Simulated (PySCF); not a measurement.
Species: C3H10NO2Si (doublet state).
Geometry (GFN2-xTB, Å), atoms numbered from 1 in this order:
```xyz
17
C3H10NO2Si angstrom
C     -1.9651    1.4509    0.1483
C     -1.0784    0.2547    0.1458
C     -1.3077   -0.8641   -0.8048
O      0.1334    0.4190    0.7168
Si     1.5017   -0.4509    0.8088
N      2.1540   -0.6359   -0.7824
O      2.5366    0.3934    1.7218
H     -3.0104    1.1537    0.2291
H     -1.8610    2.0391   -0.7724
H     -1.7102    2.0937    0.9871
H     -2.3746   -1.0253   -0.9421
H     -0.8518   -1.7778   -0.4255
H     -0.8699   -0.6599   -1.7918
H      1.3283   -1.6690    1.5916
H      1.5786   -1.0336   -1.5065
H      3.0934   -0.9893   -0.8637
H      2.6961    1.3134    1.5298
```

The hyperfine couplings belong to this conformer and change with its torsions.

Identity: `C[C](C)O[Si@@H](N)O` [radical].

Computed with UKS B3LYP, pcH-1 on C H N O Si, non-relativistic, mean-field spin-orbit, GIAO (PySCF 2.14.0). The structure is a single GFN2-xTB conformer in the gas phase; no vibrational or solvent corrections. Couplings are sensitive to structure, and on GFN2-xTB geometries they can be far from those on DFT ones. Stability of the SCF solution: not tested.

Problem. Predict the first-order ENDOR lines of N6, H11/H12/H13, H8/H9/H10, H14 and H15/H16 under fast tumbling at B = 1215.7 mT (Q band).

Solution. For S = 1/2 in fast tumbling each set of equivalent nuclei gives two lines, ν± = |νn ± a/2| to first order, with νn = g_N μN B/h and μN/h = 7.62259 MHz/T.

```csv
nuclei,isotope,g_N,νn (MHz),a_iso (MHz),lower line (MHz),upper line (MHz)
N6,14N,0.4038,3.74,4.47,1.51,5.98
H11/H12/H13,1H,5.5857,51.76,61.50,21.01,82.51
H8/H9/H10,1H,5.5857,51.76,61.08,21.22,82.30
H14,1H,5.5857,51.76,3.71,49.91,53.62
H15/H16,1H,5.5857,51.76,0.70,51.41,52.11
```

Problem. Which pairs are centred on the nuclear Larmor frequency, and which on half the coupling?

Solution. Centred on νn, since |a| < 2νn: N6, H11/H12/H13, H8/H9/H10, H14 and H15/H16. No pair has |a| > 2νn.

Problem. At what field would the lower line of H11/H12/H13 fall to zero frequency?

Solution. Where νn = |a|/2, that is B = 30.75 MHz/(5.5857 × 7.62259 MHz/T) = 722 mT, as far as first order holds there.

Nuclei that the bonding pattern makes equivalent are averaged, as if the motion that swaps them (rotation, inversion, ring flip) were fast. C1 and C3, with what hangs on them, aren't averaged: C2 is flat or nearly so (angle sum 357°), and its turn about the short C2–O4 bond (1.35 Å) is taken as slow. The three 1H nuclei of mean +61.1 MHz run from 15.8 to 123.7 MHz in the frozen geometry. The three 1H nuclei of mean +61.5 MHz run from 18.7 to 124.8 MHz in the frozen geometry.
